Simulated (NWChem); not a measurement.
A calculation on Cl3In

```xyz
4

In     0.0000     0.0000     0.0000
Cl     0.0000     0.0000     2.3209
Cl    -2.0100     0.0000    -1.1604
Cl     2.0100     0.0000    -1.1604
```
Charge 0, spin multiplicity 1.

The numbers come from NWChem runs, not from measurements. All single points use one geometry, from PBE0/def2-SVP with def2 effective core potentials on In, a minimum by its harmonic frequencies.

Symmetry labels belong to the abelian group C2v used in the runs, with the axes of the coordinates shown; states degenerate in a higher group split over its labels.

Effective core potentials replace the inner electrons of In; spin-orbit coupling is left out. The structure started from a generated list of species.

**Question.** List the lowest 6 singlet excitations that TD-PBE/def2-SVP with def2 effective core potentials on In gives, with oscillator strengths.

**Answer.** 
| state | symmetry | energy (eV) | wavelength (nm) | f |
|---|---|---|---|---|
| 1 | b1 | 4.10 | 303 | 0.000 |
| 2 | b2 | 4.25 | 292 | 0.000 |
| 3 | a2 | 4.25 | 292 | 0.000 |
| 4 | b1 | 4.34 | 286 | 0.024 |
| 5 | a1 | 4.34 | 286 | 0.024 |
| 6 | b2 | 4.81 | 258 | 0.025 |
